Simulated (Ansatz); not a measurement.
Reaction (redistribution): `C[SiH2][AlH][SnH3]` + `CBCC` → `[CH3][AlH][SiH2]C` + `CC[BH][SnH3]`

Calculated with Ansatz (gas phase, PBE0-D4/def2-TZVP geometries, no zero-point term in ΔE). CCSD(T)/CBS is the MP2 limit (def2-TZVPP, def2-QZVPP) plus CCSD(T) − MP2 in def2-TZVPP, frozen cores. DFT in def2-TZVPP. Elements past krypton have def2 core potentials. For Sn outer-core shells are correlated without core-valence functions, which leaves a few kJ/mol of doubt a bond. One conformer a species, not always the lowest.

```tsv
level	ΔE (eV)
ωB97X-V	0.67
CCSD(T)/def2-TZVPP	0.65
```

What does CCSD(T)/CBS give? (Best estimate.)

Ansatz gave: +0.66 eV. The listed levels differ from it by 0.01, -0.01 eV.

Largest T1 diagnostic among the species: 0.013.

In def2-TZVPP, CCSD(T) changes the Hartree–Fock value by −0.07 eV (the triples alone add −0.01 eV) and MP2 by −0.08 eV.
